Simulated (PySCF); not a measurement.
Working out the ionisation energy of Mo⁺

Mo⁺ [Kr] 4d5 (6S) → Mo²⁺ [Kr] 4d4 (5D). Calculation: PySCF 2.14, in x2c-SVPall; the spin-free X2C one-electron Hamiltonian (Gaussian nucleus). Frozen: [Kr]. Energies in hartree (1 hartree = 27.21139 eV):

```csv
part,Mo⁺ (lower),Mo²⁺ (upper)
UHF,-4045.594871,-4045.039013
MP2 opposite-spin,0.000000,0.000000
MP2 same-spin,-0.046680,-0.027006
```

Question: What does Hartree-Fock give?

Answer: (-4045.039013) − (-4045.594871) = 0.555858 hartree = 15.126 eV.

Question: What do MP2 and SCS-MP2 (6/5 opposite-spin, 1/3 same-spin) give?

Answer: The opposite-spin parts differ by 0.000 eV and the same-spin parts by 0.535 eV. MP2: 15.126 + (0.000) + (0.535) = 15.661 eV. SCS-MP2: 15.126 + 1.2 × (0.000) + (0.535)/3 = 15.304 eV.

Reference: 16.16 ± 0.12 eV (semi-empirical (NIST evaluation); NIST Atomic Spectra Database, ionization energies), between the lowest levels; spin-orbit coupling is absent from the calculation.

A double-zeta basis recovers only part of the correlation energy.

What remains against the reference includes basis incompleteness, the frozen core and correlation beyond second order.
